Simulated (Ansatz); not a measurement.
This geometry of CH9PSi2 (13 atoms, charge 0, multiplicity 1) is a first-order saddle point.

Computed with Ansatz 0.2.0, RKS CAM-B3LYP-D4/def2-SVP.

```xyz
13
Properties=species:S:1:pos:R:3
C -1.909 0.079 0.645
Si -0.586 -1.225 0.278
Si 1.515 -0.237 -0.045
P 1.341 1.251 -1.755
H -1.497 1.099 0.648
H -2.710 0.046 -0.107
H -2.367 -0.096 1.630
H -0.930 -1.986 -0.958
H -0.494 -2.209 1.396
H 1.988 0.411 1.214
H 2.522 -1.260 -0.445
H 2.576 1.907 -1.484
H 0.570 2.184 -1.002
```

Problem. Which two structures does it join? (They come from a converged band through this point; their orientation in space is the band's.)

Solution. No bond is made or broken. The dihedral H5–C1–Si2–Si3 goes from -60 to 60°.

First end point:

```xyz
13
Properties=species:S:1:pos:R:3
C -1.782 0.111 0.900
Si -0.482 -1.198 0.520
Si 1.500 -0.188 -0.222
P 1.020 1.007 -2.096
H -1.428 0.799 1.682
H -2.016 0.706 0.004
H -2.715 -0.353 1.252
H -0.972 -2.120 -0.545
H -0.199 -2.013 1.738
H 2.083 0.664 0.856
H 2.513 -1.216 -0.596
H 2.225 1.766 -2.083
H 0.274 2.000 -1.396
```

Last end point:

```xyz
13
Properties=species:S:1:pos:R:3
C -1.910 0.064 0.561
Si -0.583 -1.242 0.272
Si 1.515 -0.232 -0.002
P 1.341 1.285 -1.686
H -1.973 0.755 -0.294
H -2.898 -0.402 0.693
H -1.690 0.656 1.462
H -0.894 -2.027 -0.958
H -0.532 -2.193 1.422
H 1.967 0.394 1.275
H 2.538 -1.237 -0.411
H 2.573 1.942 -1.403
H 0.566 2.201 -0.916
```

Problem. How far does it lie above each of them?

Solution. 7.0 kJ/mol above the first and 7.0 kJ/mol above the second. This is the barrier of this one path; another mechanism may lie lower.

The run took 88 s on 2 threads of Arm Neoverse V1, with other jobs on the host, peak memory 0.33 GiB.
